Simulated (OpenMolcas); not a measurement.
Ta4+ (d1) in a complex was computed by CASSCF with the d shell active (OpenMolcas, ANO-RCC-VDZP on the metal). Its lowest spin-free states, and all those of the highest spin:

```json
{"2S+1": "2", "Degeneracy": "1", "E (cm-1)": "0.0"}
{"2S+1": "2", "Degeneracy": "2", "E (cm-1)": "2978"}
{"2S+1": "2", "Degeneracy": "2", "E (cm-1)": "18050"}
```

Task: Is the site octahedral, tetrahedral or cube-like, axial, or of lower symmetry?

Result: The states with 2S+1 = 2 have orbital degeneracies 1, 2, 2. There are pairs but no triples, so the site is axial: not cubic, but with a proper or improper axis of order three or more. The run had Ta4+ with 6 ligands (bromide) in trigonal prismatic coordination (D3h) at 2.59 Å, a polar angle of 47.4° against the regular 49.1°. A charge of +0.333 e stands 2.6 Å behind each ligand. Ligand basis ANO-RCC-VDZP.

The least metal-like active orbital is 69 % on the metal (Löwdin) and no ligand orbital is active, so the numbers are rough. With metal d orbitals alone the field can be off either way by tens of per cent. Ligand-to-metal charge-transfer states are missing. No measured value stands beside these numbers; the geometry was imposed, not optimised, and the real ion may take another.
